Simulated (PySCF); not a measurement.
# Al (aluminium, neutral) across methods

[Ne] 3s2 3p1, 2P determinant. Calculation: PySCF 2.14, in aug-cc-pwCVTZ; no relativity, point nucleus.

| method | E (hartree) | mean ε 3s α (eV) | mean ε 3s β (eV) | mean ε 3p α (eV) | Σ⟨r²⟩ (bohr²) | ⟨S²⟩ |
| --- | --- | --- | --- | --- | --- | --- |
| LDA | -241.3203 | -8.010 | -7.431 | -3.013 | 32.95 | 0.752 |
| B97-3 | -242.3418 | -9.014 | -8.212 | -3.798 | 32.59 | 0.755 |
| PBE | -242.2336 | -7.889 | -7.295 | -3.089 | 32.83 | 0.755 |
| TPSSh | -242.3794 | -8.436 | -7.601 | -3.557 | 32.37 | 0.758 |
| UHF | -241.87925 | -11.591 | -9.909 | -5.933 | 33.33 | 0.770 |
| r2SCAN | -242.3363 | -8.048 | -7.401 | -3.344 | 32.59 | 0.763 |
| PBEsol | -241.7465 | -7.879 | -7.271 | -3.030 | 32.90 | 0.754 |
| wB97M-V | -242.3533 | -11.127 | -10.407 | -5.188 | 33.60 | 0.751 |

Question: Estimate the same row for PBE0.

Answer: E (hartree) = -242.2544; mean ε 3s α (eV) = -8.980; mean ε 3s β (eV) = -8.175; mean ε 3p α (eV) = -3.903; Σ⟨r²⟩ (bohr²) = 32.62; ⟨S²⟩ = 0.757.
